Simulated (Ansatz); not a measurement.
One change: `F[SiH]([SiH3])S` becomes `O[Si](F)([SiH3])S`.

Ansatz, PBE0-D4/def2-TZVP geometries, multiplicity 1. Each molecule was computed in one conformer, which needn't be the lowest.

```csv
property,`F[SiH]([SiH3])S`
HOMO energy (PBE/def2-TZVPP) / eV,-6.67
HOMO–LUMO gap (PBE0/def2-TZVPP) / eV,7.42
HOMO–LUMO gap (B3LYP/def2-TZVPP) / eV,7.01
LUMO energy (B3LYP/def2-TZVPP) / eV,-0.61
size of the dipole moment (ωB97M-V/def2-TZVPP) / D,1.37
HOMO–LUMO gap (PBE/def2-TZVPP) / eV,5.39
```

(1) What does the change do to each property? (An estimate is asked.)

## Answers

(1) Ansatz gave: 
| property | `O[Si](F)([SiH3])S` | shift |
| --- | --- | --- |
| HOMO energy (PBE/def2-TZVPP) / eV | -6.52 | 0.15 |
| HOMO–LUMO gap (PBE0/def2-TZVPP) / eV | 7.45 | 0.03 |
| HOMO–LUMO gap (B3LYP/def2-TZVPP) / eV | 7.00 | -0.01 |
| LUMO energy (B3LYP/def2-TZVPP) / eV | -0.48 | 0.13 |
| size of the dipole moment (ωB97M-V/def2-TZVPP) / D | 0.48 | -0.89 |
| HOMO–LUMO gap (PBE/def2-TZVPP) / eV | 5.37 | -0.02 |

Dipoles are sizes alone; their direction can turn.

B3LYP here is the variant with VWN-RPA as its local correlation; programs differ in this.
